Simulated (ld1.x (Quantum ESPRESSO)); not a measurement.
# erbium (Er): one change to a PAW potential, before and after

erbium (Er), PAW, made with ld1.x (Quantum ESPRESSO) 7.5 (PBEsol, scalar-relativistic). Core [Kr] 4d10 4f11, reference 5s2 5p6 5d1 6s1.75 6p0.25. Waves: 5s (bound): rcut 1.80, rcutus 2.10 bohr; 6s (bound): rcut 1.80, rcutus 2.10 bohr; 5p (bound): rcut 2.15, rcutus 2.35 bohr; 6p (bound): rcut 2.15, rcutus 2.35 bohr; 5d (bound): rcut 2.30, rcutus 3.15 bohr; 5d channel at 0.95 Ry: rcut 2.30, rcutus 3.15 bohr; 5f channel at 0.2 Ry: rcut 1.95, rcutus 2.40 bohr; 5f channel at 2.45 Ry: rcut 1.95, rcutus 2.40 bohr. Local part: all-electron potential smoothed inside 2.05 bohr (lloc = -2). Core correction: Bessel-smoothed model core inside 1.55 bohr. Augmentation charge: BESSEL, radius 1.35 bohr.

All-electron outer shells of the reference configuration (PBEsol, scalar-relativistic, ld1.x):

```tsv
shell	level (eV)	outermost node (bohr)	outermost maximum (bohr)
4d	-172.85	0.25	0.51
5s	-56.41	0.60	1.10
5p	-30.14	0.65	1.26
4f	-9.88	–	0.51
6s	-4.65	1.49	3.18
5d	-2.39	0.73	1.88
6p	-1.49	1.81	4.34
```

Change: waves 5s (bound): rcut 1.32, rcutus 1.40 bohr; 6s (bound): rcut 1.32, rcutus 1.40 bohr.

Cutoffs: the cutoffs (Ry, on a coarse ladder) from which the occupation-weighted sum of valence levels, in a spherical-Bessel basis at the reference potential, stays within 10 and 1 mRy of its value at 400 Ry; they do not see the model core or the augmentation charge, which bear on the density cutoff. Errors are all-electron minus pseudo energies relative to the spin-unpolarised reference configuration.

Q: Predict the effect on cutoff, ghosts and configuration errors.

A: The potential gets harder (18 Ry and 30 Ry → 18 Ry and 40 Ry); of the 7 tests that both files solve, the error grows in 2 and shrinks in 0 by more than 15 % and 0.3 meV (median size 4.4 → 5.5 meV); neither file shows a bound ghost. A smaller radius makes the pseudo-wave follow the all-electron one further in, where it bends more sharply, so more plane waves are needed.

| quantity | base | changed |
| --- | --- | --- |
| cutoff, loose | 18 Ry | 18 Ry |
| cutoff, tight | 30 Ry | 40 Ry |
| loose cutoff by channel (10 mRy a level) | s 15 Ry, p 15 Ry, d 8 Ry | s 12 Ry, p 15 Ry, d 8 Ry |
| bound ghosts | none | none |
| error for 5s2 5p6 5d1 6s2 6p0, meV [ΔE -0.79 eV] | +0.2 | +0.1 |
| error for 5s2 5p6 5d1 6s1 6p0, meV [ΔE 6.28 eV] | -2.3 | -2.2 |
| error for 5s2 5p6 5d1 6s0 6p0, meV [ΔE 18.99 eV] | -16 | -16 |
| error for 5s1 5p6 5d1 6s2 6p0, meV [ΔE 61.12 eV] | -374 | -404 |
| error for 5s2 5p6 5d2 6s1 6p0, meV [ΔE 1.68 eV] | -5.5 | -5.5 |
| error for 5s2 5p6 5d1 6s0 6p1, meV [ΔE 10.25 eV] | -4.4 | -5.7 |
| error for 5s2 5p6 5d1 6s0 6p2, meV [ΔE 5.77 eV] | -0.9 | -2.4 |
| s: phases at 3.40 bohr within 0.05 rad from the reference energy up to (Ry; the scan ends near 5) | n/a | n/a |
| p: phases at 3.40 bohr within 0.05 rad from the reference energy up to (Ry; the scan ends near 5) | 3.4 | 3.4 |
| d: phases at 3.40 bohr within 0.05 rad from the reference energy up to (Ry; the scan ends near 5) | 1.3 | 1.3 |
| f: phases at 3.40 bohr within 0.05 rad from the reference energy up to (Ry; the scan ends near 5) | n/a | n/a |
| lowest overlap eigenvalue by channel | s 0.08, p 0.10, d 0.07, f 1.00 | s 0.19, p 0.10, d 0.07, f 1.00 |
